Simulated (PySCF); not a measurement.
# Reading the logs of faulty runs: CFH6Si2 cation

These are calculations, not measurements. The program is PySCF 2.14.0, an open-source quantum chemistry code, run on an isolated molecule that a program drew, which may never have been made. The molecule is CFH6Si2 cation (charge +1, singlet), drawn as the SMILES string `F[SiH+]C[SiH3]`.

Each row is a Hartree-Fock (HF) and frozen-core CCSD(T) single point in the cc-pV(D+d)Z basis, meant for a local HF minimum. Run 1 is clean. Each other run has one planted mistake out of seven kinds, and not every kind appears here: one electron removed, one electron added, multiplicity raised by two, geometry at a saddle point, minimal basis STO-3G, one bond length entered in bohr, all coordinates scaled. The reference is restricted for singlets and unrestricted otherwise, and also for a bond in bohr. Adding or removing an electron swaps singlet and doublet. Electrons count all cores. HOMO and LUMO are orbital energies over both spins, the gradient is its largest component, and the lowest frequency (negative if imaginary) is given only where the gradient is small. Bond lengths are over the 9 bonds as drawn. T1 is the CCSD diagnostic: over 0.02 (restricted) or 0.045 (unrestricted) a single reference is doubtful.

Geometry of the clean run:
```xyz
10
CFH6Si2 cation, angstrom
F    -0.4732   -1.2676    3.7062
Si   -0.1228   -0.0197    2.8341
C    -1.4371    0.9158    2.0778
Si   -2.0516    0.3030    0.3095
H     1.3137    0.1810    2.7134
H    -1.0949    1.9487    1.9440
H    -2.3175    0.8959    2.7297
H    -0.8715    0.3067   -0.5716
H    -2.5821   -1.0562    0.4958
H    -3.0688    1.2833   -0.0843
```

```
run,electrons,basis functions,<S^2>,HOMO (eV),LUMO (eV),gradient (hartree/bohr),lowest frequency (cm^-1),mean bond (Å),longest bond (Å),T1,HF (hartree),CCSD(T) (hartree),mistake
1,48,104,0.000,-17.67,-4.75,1.0e-05,61,1.4857,1.970,0.0139,-718.45200,-719.02639,no fault
2,48,104,0.000,-16.96,-5.13,6.3e-02,-,1.6105,2.135,0.0166,-718.39687,-718.98582,all coordinates scaled
3,48,104,0.752,-12.37,-6.15,3.1e-02,-,1.6804,3.722,0.0863,-718.33764,-718.90920,?
4,49,104,0.770,-6.31,2.84,4.6e-02,-,1.4857,1.970,0.0132,-718.65486,-719.24010,?
```

**Which mistake was planted in run 3, and what did it cost?**

The mean bond changes by a factor of 1.131 and the longest by 1.889, so the molecule wasn't scaled as a whole. A length L in bohr read as angstrom grows by (1/0.5292 - 1) L = 0.890 L. The 9 bonds together grew by 9 x 0.1947 = 1.752 Å, which gives L = 1.969 Å. That is bond C3-Si4, 1.970 Å in the clean geometry. So the mistake is: one bond length entered in bohr. Subtracting run 1 and multiplying by 627.51 kcal/mol a hartree, the energy moved by 71.8 kcal/mol in HF and 73.5 kcal/mol in CCSD(T).

**Which mistake was planted in run 4, and what did it cost?**

It counts 49 electrons, one more than the clean run, at the same geometry and basis. So the mistake is: one electron added. Subtracting run 1 and multiplying by 627.51 kcal/mol a hartree, the energy moved by -127.3 kcal/mol in HF and -134.1 kcal/mol in CCSD(T).

Cautions from the logs. Run 3: T1 is over the limit, so its CCSD(T) energy is less reliable.
